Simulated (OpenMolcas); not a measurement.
**F⁵⁺: effect of the basis set**

```json
{"Program": "OpenMolcas", "Method": "CASSCF", "Active space": "2 electrons in 4 orbitals (2s 2p)", "State averaging": "2S+1 = 3 even, 3 roots; 2S+1 = 1 even, 7 roots (6 in the spin-orbit step); 2S+1 = 3 odd, 3 roots; 2S+1 = 1 odd, 3 roots", "Spin-orbit coupling": "RASSI with atomic mean-field integrals over the reference wave functions, term energies averaged over their components"}
```

A. ANO-RCC-VDZP [3s2p1d], DKH2, point nucleus; cost roughly 10 core-seconds
B. ANO-L-VTZP [4s3p2d1f], non-relativistic, point nucleus; cost roughly 9 core-seconds
C. ANO-RCC-VTZP [4s3p2d1f], DKH2, point nucleus; cost of the order of 9 core-seconds
D. ANO-R3 [4s4p2d1f], X2C, finite nucleus; cost of the order of 7 core-seconds
E. ANO-R2 [4s4p2d1f], X2C, finite nucleus; cost of the order of 10 core-seconds
F. ANO-RCC-VQZP [5s4p3d2f1g], DKH2, point nucleus; cost of the order of 9 core-seconds

Energies in cm⁻¹ above 2s² ¹S₀, the measured ground level; measured values from Moore, Atomic Energy Levels, vol. I, NSRDS-NBS 35 (1971 reprint of NBS Circular 467, 1949).

| Level | A | B | C | D | E | F | Measured |
| --- | --- | --- | --- | --- | --- | --- | --- |
| 2s² ¹S₀ | 0.0 | 0.0 | 0.0 | 0.0 | 0.0 | 0.0 | 0.0 |
| 2s 2p ³P°₀ | 118795 | 96559 | 97468 | 97516 | 97516 | 97542 |  |
| 2s 2p ³P°₁ | 119000 | 96838 | 97745 | 97789 | 97789 | 97822 | 96861 |
| 2s 2p ³P°₂ | 119412 | 97401 | 98303 | 98342 | 98342 | 98386 | 97437 |
| 2s 2p ¹P°₁ | 216239 | 198372 | 199267 | 199230 | 199230 | 199124 |  |
| 2p² ³P₀ | 295584 | 251816 | 253589 | 253895 | 253895 | 254002 |  |
| 2p² ³P₁ | 295789 | 252092 | 253863 | 254168 | 254168 | 254279 | 251635 |
| 2p² ³P₂ | 296196 | 252641 | 254407 | 254709 | 254709 | 254828 | 252145 |

Deviations, from unrounded energies. A percentage is the sum of absolute deviations over the sum of measured energies, with the sign that they share, or ± where signs differ.

| Against measurement | Levels | A | B | C | D | E | F |
| --- | --- | --- | --- | --- | --- | --- | --- |
| mean absolute deviation (cm-1) | 4 | 33000 | 250 | 1600 | 1700 | 1700 | 1800 |
| other configurations (%) | 4 | +19.0 | ±0.1 | +0.9 | +1.0 | +1.0 | +1.0 |

B lies closest to measurement on these levels and A furthest from it. The largest miss of B in the table is 2p² ³P₂, by +500 cm-1. The ranking rests on the paired levels alone, and a cruder setting can come out closer through cancelling errors.

Among A to F the level of the table that moves most is 2p² ³P₀, by 44000 cm-1 (lowest in B, highest in A).

The basis is small and was not contracted for so high a charge (holds for A). Computed and measured levels are paired by configuration, term and J; levels that our copy of the source lacks, or whose pairing is in doubt (as where it misses far off the trend of its configuration), stay unpaired and out of the deviations. Only configurations of the active space appear. Levels that lie high or do not pair safely by name in every column are left out.

° marks odd parity.
